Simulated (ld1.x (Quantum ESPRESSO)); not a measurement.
## Before and after: TM potential for chromium (Cr)

chromium (Cr), norm-conserving Troullier–Martins (Kleinman–Bylander form), made with ld1.x (Quantum ESPRESSO) 7.5 (LDA (PZ), scalar-relativistic). Core [Ar], reference 3d5 4s0 4p1. Waves: 4s (bound, empty): rc 2.10 bohr; 4p (bound): rc 2.90 bohr; 3d (bound): rc 1.55 bohr. Local part: the d channel. Core correction: a·sin(br)/r model core, default radius (core density twice the valence density).

All-electron outer shells of the reference configuration (LDA (PZ), scalar-relativistic, ld1.x):

```json
{"shell": "3s", "level (eV)": "-74.96", "outermost node (bohr)": "0.36", "outermost maximum (bohr)": "0.78"}
{"shell": "3p", "level (eV)": "-46.76", "outermost node (bohr)": "0.33", "outermost maximum (bohr)": "0.80"}
{"shell": "4s", "level (eV)": "-5.16", "outermost node (bohr)": "1.12", "outermost maximum (bohr)": "2.68"}
{"shell": "3d", "level (eV)": "-4.49", "outermost node (bohr)": "–", "outermost maximum (bohr)": "0.84"}
{"shell": "4p", "level (eV)": "-1.85", "outermost node (bohr)": "1.24", "outermost maximum (bohr)": "3.70"}
```

Change: all radii but the core radius scaled by about 1.32 (s 2.76, p 3.82, d 2.04 bohr).

Cutoffs: the cutoffs (Ry, on a coarse ladder) from which the occupation-weighted sum of valence levels, in a spherical-Bessel basis at the reference potential, stays within 10 and 1 mRy of its value at 400 Ry; they do not see the model core or the augmentation charge, which bear on the density cutoff. Errors are all-electron minus pseudo energies relative to the spin-unpolarised reference configuration.

Q: Predict the effect on cutoff, ghosts and configuration errors.

A: The potential gets softer (90 Ry and 110 Ry → 60 Ry and 70 Ry); both files keep a bound ghost (p, s); the number of tests that count goes from 9 to 8; of the 8 tests that both files solve, the error grows in 1 and shrinks in 4 by more than 15 % and 0.3 meV (median size 120.3 → 124.0 meV). A larger radius leaves more room for a smooth pseudo-wave, so fewer plane waves are needed.

| quantity | base | changed |
| --- | --- | --- |
| cutoff, loose | 90 Ry | 60 Ry |
| cutoff, tight | 110 Ry | 70 Ry |
| loose cutoff by channel (10 mRy a level) | p 6 Ry, d 80 Ry | p 6 Ry, d 50 Ry |
| bound ghosts | s, p | s, p |
| tests counted (converged, no solver errors) | 9 of 9 | 8 of 9 |
| error for 3d5 4s1 4p0, meV [ΔE -3.20 eV] | -2.1 | +0.5 |
| error for 3d5 4s0 4p0, meV [ΔE 3.94 eV] | -7.5 | -5.9 |
| error for 3d4 4s0 4p0, meV [ΔE 20.28 eV] | -95 | -136 |
| error for 3d4 4s2 4p0, meV [ΔE -3.26 eV] | -145 | -112 |
| error for 3d5 4s0.5 4p0, meV [ΔE -0.39 eV] | -0.8 | -0.4 |
| error for 3d3 4s0 4p0, meV [ΔE 51.31 eV] | -835 | -761 |
| error for 3d5 4s0 4p1 (spin-polarised), meV [ΔE -4.72 eV] | +741 | +640 |
| error for 3d5 4s1 4p0 (spin-polarised), meV [ΔE -8.12 eV] | +725 | +629 |

Base: These tests converged, but a pseudo level misses the all-electron one widely, so the file describes the atom poorly there or has found another state: 3d4 4s0 4p0: empty 4p by 3.6 eV (a node warning on the way). Changed file: Tests not counted: 3d4 4s1 4p1 (solver errors, printed error -2.5 eV). A true bound ghost makes a file unfit for plane-wave use even where its test errors are small: the radial tests pick states by their node count and pass the ghost by. Where a test does run into it, the solver fails or the error is huge.
